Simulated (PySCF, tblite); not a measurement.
C7H10O3.
Geometry (GFN2-xTB, Å), atoms numbered from 1 in this order:
```
atom  x, y, z in Å
C1     4.1737    0.5108   -1.1553
C2     3.4055   -0.1006   -0.4715
C3     2.4737   -0.8207    0.3735
C4     1.1265   -0.1000    0.4794
C5     0.4147   -0.0693   -0.8704
O6    -0.7782    0.7155   -0.8257
C7    -1.8443    0.1339   -0.2826
O8    -1.8934   -0.9801    0.1581
O9    -2.8631    0.9944   -0.3231
C10   -4.0902    0.5298    0.2246
H11    4.8542    1.0366   -1.7557
H12    2.3258   -1.8254   -0.0322
H13    2.9118   -0.9169    1.3705
H14    1.2813    0.9253    0.8217
H15    0.4933   -0.6179    1.2019
H16    0.1619   -1.0873   -1.1864
H17    1.0410    0.4112   -1.6246
H18   -4.2987   -0.4884   -0.1092
H19   -4.0458    0.5440    1.3157
H20   -4.8548    1.2157   -0.1313
```

Jobs on this species (20 atoms, 76 electrons) with PySCF (density fitting) and tblite. Hardware of each: one thread of an Arm Neoverse V1, on a shared host. Other jobs ran on the host; a repeat could differ by tens of per cent or more.

```json
{"level and settings": "PBE0/pcSseg-1", "work": "shieldings, charges and field gradients, density and orbital grids written", "basis functions": "220", "SCF cycles": "?", "wall time": "?"}
{"level and settings": "GFN2-xTB", "work": "Hessian by finite differences", "basis functions": "–", "SCF cycles": "–", "wall time": "0.87 s"}
{"level and settings": "GFN2-xTB", "work": "L-BFGS relaxation", "basis functions": "–", "SCF cycles": "–", "wall time": "0.72 s"}
```

**Question.** Fill in the missing figures.

**Answer.** 
- PBE0/pcSseg-1; shieldings, charges and field gradients, density and orbital grids written: 79 s, 14 SCF cycles

**Question.** What do all jobs in the table cost together?

**Answer.** About 81 s; the longest takes about 98 % of that, and about 110 times as long as the shortest.
